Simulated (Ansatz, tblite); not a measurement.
Adding an electron: Be₂S₂⁺. The state is a doublet with charge 1. Geometry: PBE0-D4/def2-TZVP. Ansatz, gas phase; energy differences of separate SCF runs; the reduced species is a singlet (the triplet lies 2.34 eV higher at PBE0-D4/def2-TZVP).

```xyz
4

Be    0.4549    0.2703   -0.8815
Be   -0.4541   -0.2684    0.8825
S     1.3459   -0.8341    0.4389
S    -1.3468    0.8322   -0.4399
```

The xTB rows come from tblite. The structure comes from a short search, and lower isomers may exist.

(1) Estimate orbital energies and vertical electron affinities at: GFN1-xTB; GFN2-xTB; PBE-D4/def2-TZVP; r2SCAN-D4/def2-TZVP; PBE0-D4/def2-TZVP.

Answers

(1) 
```
              level  −HOMO (eV)  −LUMO (eV)  vertical EA (eV)  HOMO–LUMO gap (eV)
           GFN1-xTB           –           –             13.10                   –
           GFN2-xTB           –           –             13.88                   –
   PBE-D4/def2-TZVP       12.68       11.63              8.66                1.04
r2SCAN-D4/def2-TZVP       13.07       11.49              8.73                1.58
  PBE0-D4/def2-TZVP       13.76       10.82              8.80                2.93
```

  HOMO and LUMO are the levels of the spin that leaves or enters (xTB has no such levels and no spin-polarisation term). Other spin states of the ions may lie lower, which would lower the ionisation energy or raise the affinity. Raw xTB energy differences between charge states are shifted by several eV; the methods need an empirical correction for them.
